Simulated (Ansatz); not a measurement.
Relaxation of H₅O₄Sn (10 atoms, charge 0, multiplicity 2), to a largest force component of 0.03 eV/Å in at most 50 steps.

The calculation used UKS B3LYP-D4/def2-SVP (Ansatz).

```xyz
10
Properties=species:S:1:pos:R:3
Sn 0.142 -0.166 0.095
H 0.316 0.398 2.985
O 1.755 -0.065 -1.152
H 2.389 -0.771 -0.938
O -0.890 1.489 -0.399
H -1.755 1.218 -0.748
O -1.198 -1.515 -0.612
H -1.131 -2.372 -0.150
O -0.180 -0.458 3.007
H -1.055 -0.208 3.358
```

Where does it end, and by what steps?

The forces met the threshold. After 17 steps the energy has fallen by 0.383 eV; H10 moved furthest, 1.40 Å.

```csv
step,energy less start (eV),largest force component (eV/Å),accepted
0,0.0000,0.923,yes
1,0.0098,1.749,no
2,-0.0251,0.715,yes
3,-0.0425,1.009,yes
4,-0.0775,0.430,yes
5,-0.1005,0.267,yes
6,-0.1259,0.829,yes
7,-0.1556,0.990,yes
8,-0.1915,0.909,yes
9,-0.2200,0.788,yes
10,-0.2399,0.767,yes
11,-0.2475,2.175,yes
12,-0.3397,0.325,yes
13,-0.3704,0.247,yes
14,-0.3804,0.162,yes
15,-0.3822,0.036,yes
16,-0.3824,0.093,yes
17,-0.3830,0.017,yes
```

```xyz
10
Properties=species:S:1:pos:R:3
Sn 0.299 -0.590 0.320
H 0.126 0.371 3.288
O 1.381 -0.107 -1.345
H 2.269 -0.497 -1.319
O -0.805 1.106 0.534
H -1.347 1.320 -0.239
O -1.188 -1.822 -0.256
H -0.861 -2.702 -0.489
O -0.517 -0.112 2.749
H -0.963 0.584 2.202
```

Whether the end is a true minimum wasn't checked by a vibrational analysis.

Time of the run: 51 s on 4 threads of Arm Neoverse V1 (shared host), peak memory 0.35 GiB.
